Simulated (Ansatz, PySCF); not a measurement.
Gas-phase reaction in SMILES: C=CC#N + 6 [H][H] (H2) → 3 C (CH4) + N (NH3)
Each molecule is optimised on its own at B3LYP-D3(BJ)/def2-TZVP (Ansatz, a program for electronic structure). Unstable Hartree-Fock reference: C=CC#N.
Geometry of the first species:
SMILES: C=CC#N
```xyz
7

C     -0.1624    -1.6316     0.0047
C      0.5687    -0.5193    -0.0022
C     -0.0050     0.7858    -0.0018
H     -1.2435    -1.6002     0.0112
H      0.3125    -2.6029     0.0041
H      1.6516    -0.5573    -0.0087
N     -0.4469     1.8501    -0.0016
```

Wanted: energy of full hydrogenation (enthalpy at 298 K, with B3LYP-D3(BJ) rigid-rotor harmonic-oscillator terms from PySCF), in kcal/mol. Valence correlation only, unless marked. Spin-orbit coupling is left out. Non-relativistic. Basis-set limits of correlation are two-point, X^-3; Hartree-Fock from the larger set.

```json
[
 {"level": "PBE-D3(BJ)/def2-TZVPD", "program": "Ansatz + dftd3", "energy of full hydrogenation (kcal/mol)": "-111.2"},
 {"level": "B3LYP/def2-TZVPD", "program": "Ansatz", "energy of full hydrogenation (kcal/mol)": "-108.7"},
 {"level": "BHLYP-D4/def2-TZVPD", "program": "Ansatz + dftd4", "energy of full hydrogenation (kcal/mol)": "-119.9"},
 {"level": "HSE06/def2-TZVPD", "program": "Ansatz", "energy of full hydrogenation (kcal/mol)": "-123.0"},
 {"level": "LC-wPBE/def2-TZVPD", "program": "Ansatz", "energy of full hydrogenation (kcal/mol)": "-126.6"},
 {"level": "MP2/cc-pVTZ", "program": "Ansatz", "energy of full hydrogenation (kcal/mol)": "-107.3"},
 {"level": "CCSD(T)/CBS(cc-pVTZ,cc-pVQZ)", "program": "Ansatz", "energy of full hydrogenation (kcal/mol)": "-110.6"}
]
```
